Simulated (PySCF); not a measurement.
Job file and geometry (Å, from GFN2-xTB) of an NMR shielding run on SMILES F[C@@H]([SiH2][SiH](C)C)C=O, C$_{4}$H$_{11}$FOSi$_{2}$, GIAO PBE0/pcSseg-1 NMR shielding, non-relativistic, gas phase (PySCF 2.14.0, density-fitted response routines); density fitting, a coarse starting grid and PySCF grid level 2 are the driver's defaults:

```
$ OMP_NUM_THREADS=1 python probes_run.py task.json out

{"job": {"kind": "nmr", "xc": "PBE0", "basis": "pcSseg-1"}, "charge": 0, "multiplicity": 1}
C     -1.741063    -1.632016     0.021346
Si    -1.181203     0.003379    -0.779737
C     -2.536046     1.317571    -0.533636
Si     0.777682     0.776613     0.223582
C      2.219504    -0.272385    -0.578575
F      1.852636    -1.607526    -0.536331
C      3.436234    -0.029172     0.205911
O      4.096849     0.976888     0.156277
H     -1.946291    -1.503875     1.081209
H     -2.645471    -2.016777    -0.442269
H     -0.973134    -2.393908    -0.074280
H     -1.024493    -0.223300    -2.232041
H     -2.262528     2.261866    -0.993955
H     -2.714869     1.508849     0.520665
H     -3.478252     1.002829    -0.971422
H      0.898354     0.524443     1.667607
H      1.207285     2.160661     0.010525
H      2.339799    -0.003127    -1.628880
H      3.665203    -0.841762     0.922034
```

Q: What does the program print?

A: 
```
coarse grid: 16584 points
cycle   1  E = -912.1868281310  dE =  6.608e-01  |g| = 9.322e-01  |ddm| = 3.779e+00
cycle   2  E = -911.7028466335  dE =  4.840e-01  |g| = 1.818e+00  |ddm| = 2.325e+00
cycle   3  E = -912.3503156653  dE = -6.475e-01  |g| = 2.359e-01  |ddm| = 1.826e+00
cycle   4  E = -912.3610668862  dE = -1.075e-02  |g| = 7.877e-02  |ddm| = 2.326e-01
cycle   5  E = -912.3621501967  dE = -1.083e-03  |g| = 1.959e-02  |ddm| = 6.688e-02
cycle   6  E = -912.3622161149  dE = -6.592e-05  |g| = 6.831e-03  |ddm| = 1.702e-02
cycle   7  E = -912.3622249986  dE = -8.884e-06  |g| = 1.411e-03  |ddm| = 5.978e-03
final grid: 150592 points
cycle   8  E = -912.4244429732  dE = -1.903e-05  |g| = 1.368e-02  |ddm| = 2.442e-02
cycle   9  E = -912.4243602605  dE =  8.271e-05  |g| = 2.507e-02  |ddm| = 2.551e-02
cycle  10  E = -912.4244785576  dE = -1.183e-04  |g| = 2.918e-03  |ddm| = 1.776e-02
cycle  11  E = -912.4244803713  dE = -1.814e-06  |g| = 2.574e-04  |ddm| = 2.271e-03
cycle  12  E = -912.4244803786  dE = -7.348e-09  |g| = 1.330e-04  |ddm| = 2.625e-04
cycle  13  E = -912.4244803812  dE = -2.547e-09  |g| = 3.262e-05  |ddm| = 1.088e-04
cycle  14  E = -912.4244803814  dE = -1.960e-10  |g| = 6.545e-06  |ddm| = 3.708e-05
converged SCF energy = -912.4244803814

GIAO shielding tensors (ppm)
atom      isotropic    diamagn.    paramagn.     s11        s22        s33       span
  0 C      189.929     254.681     -64.752    185.894    191.207    192.685      6.791
  1 Si     391.419     881.808    -490.390    356.521    404.003    413.732     57.212
  2 C      190.616     253.299     -62.683    184.761    191.825    195.262     10.501
  3 Si     416.499     883.192    -466.693    356.135    435.263    458.100    101.966
  4 C       89.954     252.835    -162.881     58.206     85.068    126.588     68.382
  5 F      434.109     477.125     -43.016    374.927    431.574    495.825    120.898
  6 C      -20.660     249.967    -270.627   -110.065    -32.991     81.076    191.141
  7 O     -320.088     395.053    -715.141   -956.029   -396.433    392.198   1348.227
  8 H       31.536      32.407      -0.870     27.580     28.948     38.081     10.500
  9 H       31.266      29.745       1.521     26.501     28.257     39.040     12.538
 10 H       31.209      32.470      -1.262     25.639     29.678     38.309     12.670
 11 H       27.152      31.248      -4.095     24.368     25.295     31.793      7.425
 12 H       31.534      30.722       0.812     26.548     28.955     39.098     12.550
 13 H       31.632      31.612       0.020     27.358     29.472     38.065     10.707
 14 H       31.308      29.007       2.301     26.462     28.471     38.990     12.529
 15 H       27.805      31.712      -3.907     25.087     26.423     31.907      6.820
 16 H       28.009      31.706      -3.697     23.797     26.562     33.668      9.870
 17 H       26.311      31.126      -4.815     22.580     26.557     29.797      7.218
 18 H       21.296      27.197      -5.901     18.599     20.888     24.401      5.802
```

Q: Turn these shieldings into chemical shifts. Scale: TMS for 13C (σref 186.93), 29Si (σref 349.16), 1H (σref 31.72); CFCl3 for 19F (σref 170.95); 17O (σref 336.08) vs H2O (reference shieldings calculated alike).

A: Averaging equivalent atoms: C 6: 207.6; C 4: 97.0; C 0: -3.0; C 2: -3.7; Si 1: -42.3; Si 3: -67.3; F 5: -263.2; O 7: 656.2; H 18: 10.42; H 17: 5.41; H 11: 4.56; H 15: 3.91; H 16: 3.71; H 8/9/10: 0.38; H 12/13/14: 0.23 ppm. Unscaled 19F shifts against computed CFCl3 carry errors that often reach 10 to 50 ppm. Unscaled 17O shifts of doubly bonded oxygen tend to come out too high, by tens of ppm or more. Experimental scales use liquid or dissolved standards, which lie at an offset from isolated H2O (liquid H2O: subtract about 36 ppm).

Size and cost of the density-fitted run: 205 basis functions, 87 s wall time on 1 thread of an Arm Neoverse N1, shared host; peak memory 0.92 GiB.
